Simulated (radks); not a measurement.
Q: Species: I-. Configuration: [Xe]. Calculated with a radial shooting solver on a logarithmic mesh with Libxc functionals: scalar-relativistic Kohn-Sham, LDA (Slater exchange, VWN5 correlation), spin-polarised, spherical densities, finite nucleus; Fermi nuclear charge, rms radius 4.75 fm; Watson sphere of charge +1 and radius 5.12 bohr. Some entries of the table are withheld. Estimate them.

orbital,occ.,eigenvalue (eV),<1/r> (bohr^-1),<r^2> (bohr^2)
1s,2,-32942.74,56.78,0.001006
2s,2,-5088.383,13.01,0.01622
2p,6,-4569.570,(1),0.01283
3s,2,-1024.184,4.660,0.1131
3p,6,-856.0053,4.433,0.1133
3d,10,(2),4.198,0.09872
4s,2,-177.2554,1.890,(3)
4p,6,-124.4489,1.730,0.7160
4d,10,-47.4561,1.441,0.9989
5s,2,-15.1630,0.6577,4.538
5p,6,-5.2491,0.4931,8.402

A: 
(1) 2p <1/r> (bohr^-1): 12.45
(2) 3d eigenvalue (eV): -603.3113
(3) 4s <r^2> (bohr^2): 0.6193
